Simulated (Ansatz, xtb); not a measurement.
C4H7BS: which of two structures lies lower

We compare a, a singlet given by its coordinates, with b, `B/C=C\C=C/S`, a singlet. Both are isolated molecules in the gas phase, relaxed with r2SCAN-D4/def2-SVP; the shapes shown needn't be the lowest conformers.

a (Å):

| atom | x (Å) | y (Å) | z (Å) |
| --- | --- | --- | --- |
| C | -1.5243 | 0.0728 | -0.6143 |
| C | -2.4991 | 0.2557 | -1.5340 |
| C | -1.0036 | 1.2122 | 0.1298 |
| C | -0.1236 | 0.9921 | 1.1296 |
| B | -0.7942 | -1.3175 | -0.2605 |
| S | 0.3088 | -0.7312 | 1.3469 |
| H | 0.0773 | -1.6332 | -1.0526 |
| H | -1.4774 | -2.2475 | 0.1234 |
| H | -2.9028 | 1.2506 | -1.7597 |
| H | -2.9216 | -0.5859 | -2.0923 |
| H | -1.3211 | 2.2376 | -0.1009 |
| H | 0.3563 | 1.7379 | 1.7665 |
| H | -0.5172 | -1.0158 | 2.3930 |

Close contacts (Å): C1–C2 1.35, C1–C3 1.46, C1–B5 1.61, C3–C4 1.35, C4–S6 1.79, B5–S6 2.04, C2–H9 1.10, C2–H10 1.09, C3–H11 1.10, C4–H12 1.09, B5–H7 1.22, B5–H8 1.22, S6–H13 1.36.

b (Å):

```xyz
13

C    -1.9383   -0.8427   -1.3713
C    -1.0005   -0.0277   -0.7839
C    -0.8873    0.2854    0.6123
C     0.0612    1.0987    1.1508
B    -3.0624   -1.5887   -0.6452
S     1.3182    1.9137    0.2435
H    -3.2115   -1.5053    0.5534
H    -3.8320   -2.2850   -1.2670
H    -1.8421   -0.9462   -2.4601
H    -0.2462    0.4454   -1.4324
H    -1.6122   -0.1581    1.3008
H     0.0698    1.2799    2.2297
H     1.8868    2.5184    1.3066
```

Energies in hartree; the thermal terms are from GFN2-xTB frequencies at re-optimised GFN2-xTB minima (ideal gas, soft modes damped towards free rotors, one conformer each, 298.15 K, 1 atm) and include the zero-point energy:

|  | a | b |
| --- | --- | --- |
| E, CCSD(T)/def2-SVP | −578.298214 | −578.285018 |
| E, MP2/def2-SVP | −578.202240 | −578.188551 |
| E, MP2/def2-TZVPP | −578.715042 | −578.700065 |
| zero-point energy | 0.094255 | 0.092723 |
| H(298 K) − E | 0.101820 | 0.101687 |
| G(298 K) − E | 0.063977 | 0.060214 |

Problem. Correct the CCSD(T) difference for the basis set by the MP2 change, then work out ΔE, ΔE₀, ΔH and ΔG for a → b in kJ/mol (1 Eh = 2625.50 kJ/mol) and the equilibrium ratio [b]/[a].

Solution. 1. Differences b − a: CCSD(T) +0.013196, MP2 in the small set +0.013689, MP2 in the large set +0.014977 Eh.
2. ΔE = +0.013196 + (+0.014977 − (+0.013689)) = +0.014484 Eh = +38.03 kJ/mol.
3. ΔE₀ = ΔE + ΔZPE = +0.014484 + (−0.001532) Eh = +34.01 kJ/mol.
4. ΔH = ΔE + (−0.000133) Eh = +37.68 kJ/mol.
5. ΔG = ΔE + (−0.003763) Eh = +28.15 kJ/mol, so ΔS = (ΔH − ΔG)/T = +32.0 J/(mol K).
6. kT = 0.9442 mEh, so K = [b]/[a] = exp(−ΔG/kT) = exp(−11.35) ≈ 1.2 × 10^−5.

Structure a is favoured at this temperature. An error of 4 kJ/mol in ΔG would change K by a factor of 5. HF/def2-SVP gave ΔE the other sign. Mirror images and further conformers aren't counted.

Other levels gave ΔE = +30.4 (GFN2-xTB); +80.7 (HF/STO-3G, GFN2-xTB geometries); +30.0 (r2SCAN-D4/def2-SVP//GFN2-xTB); +30.6 (r2SCAN-D4/def2-SVP); −8.2 (HF/def2-SVP); +35.9 (MP2/def2-SVP); +34.6 (CCSD(T)/def2-SVP) kJ/mol. The correlated steps freeze 10 core orbitals. Programs: Ansatz 0.2.0, xtb 6.7.1.
